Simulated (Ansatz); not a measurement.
SbTe4, relaxed as a doublet with UKS PBE-D4/def2-SVP in Ansatz, starting from the GFN2-xTB geometry. Force threshold 0.02 eV/Å.

In the def2 sets Sb, Te take a core potential; there is no spin–orbit coupling. The relaxation made no stability test and no search for a lower SCF solution. The structure comes from a short search, and lower isomers may exist.

Start:

```xyz
5

Sb    0.522   -0.921    2.060
Te    1.597   -1.521   -0.423
Te   -0.278   -0.517   -2.130
Te   -0.502    1.914   -0.976
Te   -1.337    1.045    1.469
```

Estimate the energy that the relaxation releases and the steps that it takes.

1.2 kcal/mol, in 5 steps; 7 s on 4 threads of Intel Xeon 6975P-C on a shared host. No frequencies were taken in this run, so the end may be a saddle point.

Does the start keep its bonding?

By distances, no bond broke or formed. The bond that changes most is Te4–Te5, from 2.73 to 2.77 Å (atoms count from 1).

Predict the relaxed structure.


```xyz
5

Sb    0.529   -0.935    2.089
Te    1.619   -1.472   -0.418
Te   -0.357   -0.545   -2.128
Te   -0.427    1.949   -0.988
Te   -1.364    1.003    1.445
```
Bond lengths: 3 × Te–Te 2.74 to 2.77 Å; 2 × Sb–Te 2.78 to 2.79 Å.
